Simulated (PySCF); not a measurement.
# Shapes and spin states of Sr₃Te⁺

Level of theory: PBE0 in PySCF with Te def2-SVP with ECP28, Sr def2-SVP with ECP28; scalar-relativistic core potentials, no spin–orbit coupling; density-fitted integrals.

Relaxations began from a few typed shapes and spin states; open shells are unrestricted. The search is not exhaustive: other isomers or separated fragments can lie lower, and high-lying points may rest on an excited occupation.

| spin | group | bonds | angles | imaginary modes (cm⁻¹) | ΔE (kJ/mol) | ΔE with ZPE (kJ/mol) |
| --- | --- | --- | --- | --- | --- | --- |
| doublet | Cs | Sr–Sr 3.862 Å (×2), Te–Sr 3.111 Å (×2), Te–Sr 3.175 Å | Sr–Sr–Sr 79.3°, Sr–Sr–Te 51.3° (×2), Sr–Sr–Te 52.9° (×2), Sr–Te–Sr 75.8° (×2), Sr–Te–Sr 104.8° | none | 0.0 | 0.0 |
| doublet | C2v | Sr–Sr 3.907 Å (×2), Te–Sr 3.088 Å (×2), Te–Sr 3.165 Å | Sr–Sr–Sr 100.9°, Sr–Sr–Te 50.5° (×2), Sr–Sr–Te 52.2° (×2), Sr–Te–Sr 77.3° (×2), Sr–Te–Sr 154.6° | 14i | 2.7 | – |
| quartet | D3h | Te–Sr 3.153 Å (×3) | Sr–Te–Sr 120.0° (×3) | none | 41.5 | 41.0 |

The lowest minimum found is the doublet Cs: Sr–Sr 3.862 Å (×2), Te–Sr 3.111 Å (×2), Te–Sr 3.175 Å; Sr–Sr–Sr 79.3°, Sr–Sr–Te 51.3° (×2), Sr–Sr–Te 52.9° (×2), Sr–Te–Sr 75.8° (×2), Sr–Te–Sr 104.8°.

For the lowest minimum: with an element this heavy the missing spin–orbit coupling can shift these numbers.
